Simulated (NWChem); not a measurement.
Species: GeNH5; SMILES [NH2][GeH3]

```xyz
7

Ge    -0.0066    -0.3631     0.0000
N     -0.0703     1.4970     0.0000
H     -0.7547    -0.8294    -1.2748
H     -0.7547    -0.8294     1.2748
H      1.4243    -0.9965     0.0000
H      0.3936     1.8984    -0.8245
H      0.3936     1.8984     0.8245
```
Atoms are numbered in this order, from 1.

Results from NWChem. Pople sets run with spherical d functions. Geometry: optimised at PBE-D3(BJ)/def2-SVP. Total energies compare along this basis series because the functional is fixed.

| level | basis functions | energy (Ha) | highest occupied level (eV) | orbital gap (eV) | dipole (D) |
|---|---|---|---|---|---|
| PBE0/STO-3G | 28 | -2109.7937 | -3.54 | 10.40 | 1.40 |
| PBE0/3-21G | 41 | -2124.0486 | ? | 7.74 | ? |
| PBE0/6-31G* | 56 | -2134.1280 | -7.11 | 7.75 | 1.40 |
| PBE0/6-311G** | 92 | -2134.4028 | -7.30 | 7.64 | 1.33 |

What belongs in the gaps?


- PBE0/3-21G, highest occupied level (eV): -6.66
- PBE0/3-21G, dipole (D): 1.66
